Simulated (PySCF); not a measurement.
TDDFT excited states: C7H13Ga

Species: C7H13Ga.
Numbering: `[CH2:1]1[CH2:2][CH2:3][Ga:4]([CH:5]2[CH2:6][CH2:7]2)[CH2:8]1` (hydrogens: H9, H10 on C1; H11, H12 on C2; H13, H14 on C3; H15 on C5; H16, H17 on C6; H18, H19 on C7; H20, H21 on C8)

Structure used (PBE0-D3(BJ)/def2-SVP), in Å, numbered top down from 1:
```
atom  x, y, z in Å
C1    -2.310    0.082    0.874
C2    -2.513    0.606   -0.558
C3    -1.460    0.028   -1.514
Ga4    0.145   -0.034   -0.345
C5     2.051   -0.315   -0.603
C6     2.821   -1.133    0.419
C7     3.043    0.336    0.341
C8    -0.862    0.292    1.340
H9    -3.042    0.551    1.555
H10   -2.541   -1.000    0.883
H11   -2.422    1.708   -0.541
H12   -3.543    0.394   -0.894
H13   -1.720   -1.009   -1.799
H14   -1.365    0.595   -2.452
H15    2.408   -0.427   -1.633
H16    2.287   -1.531    1.288
H17    3.608   -1.795    0.047
H18    3.985    0.692   -0.086
H19    2.664    0.963    1.154
H20   -0.593   -0.327    2.209
H21   -0.701    1.344    1.644
```

Method: TDDFT PBE0/def2-SVPD, vertical, gas phase, core orbitals frozen in the response in PySCF. The PBE0/def2-SVPD calculation is non-relativistic and has no spin–orbit coupling, an omission that weighs most on gallium.

```tsv
state	E (eV)	λ (nm)	ν̃ (cm⁻¹)	f	main configurations (H = HOMO, L = LUMO)
S1	4.62	268.6	37230	0.0001	H→L (99%)
S2	5.23	237.1	42170	0.0003	H-1→L (99%)
S3	5.74	215.9	46310	0.018	H→L+1 (98%)
S4	6.37	194.6	51390	0.043	H-1→L+1 (97%)
S5	6.68	185.7	53850	0.028	H→L+2 (79%), H→L+3 (13%)
S6	6.76	183.5	54490	0.054	H-2→L (56%), H→L+3 (36%)
S7	6.78	182.9	54670	0.059	H-2→L (38%), H→L+3 (38%), H→L+4 (11%)
S8	6.99	177.4	56370	0.0014	H-3→L (95%)
S9	7.05	175.8	56880	0.0031	H-4→L (94%)
S10	7.12	174.2	57400	0.030	H→L+4 (75%), H→L+3 (9%)
```

Triplets, Tamm–Dancoff:

| state | E (eV) | λ (nm) | main configurations (H = HOMO, L = LUMO) |
| --- | --- | --- | --- |
| T1 | 4.31 | 287.5 | H→L (98%) |
| T2 | 4.95 | 250.4 | H-1→L (98%) |
| T3 | 5.47 | 226.8 | H→L+1 (92%) |
| T4 | 6.06 | 204.7 | H-1→L+1 (79%), H→L+2 (8%) |

The lowest singlet comes at 269 nm (445 kJ/mol) in the ultraviolet; it is dark (f under 0.0005); its leading configuration is HOMO→LUMO (99%). The most intense listed level is S7 at 6.78 eV (183 nm, f = 0.059), 2.16 eV above S1. Löwdin shares by element: HOMO carbon 56% or more, gallium 19% (atoms not listed hold the other 25%); LUMO gallium 50%, carbon 28% or more (atoms not listed hold the other 22%). Weighted by f, the mean energy of these states is 6.65 eV. Of the 10 states listed, 6 reach f = 0.01 and 2 stay under 0.0005. The oscillator strengths of these states sum to 0.236; summed over the whole spectrum of an exact calculation they would give the number of electrons, 86 (Thomas–Reiche–Kuhn). The vertical ionisation energy (ΔSCF) is 8.43 eV, 1.31 eV above S10. Only the lowest 10 singlets were computed, as vertical energies without vibronic structure.

The run took 4.4 min wall on one thread, AMD EPYC 7R43 (x86_64), shared host with 256 logical CPUs at a one-minute load of 73, and the process peaked at 1.2 GiB of memory.

One conformer stands for the species.
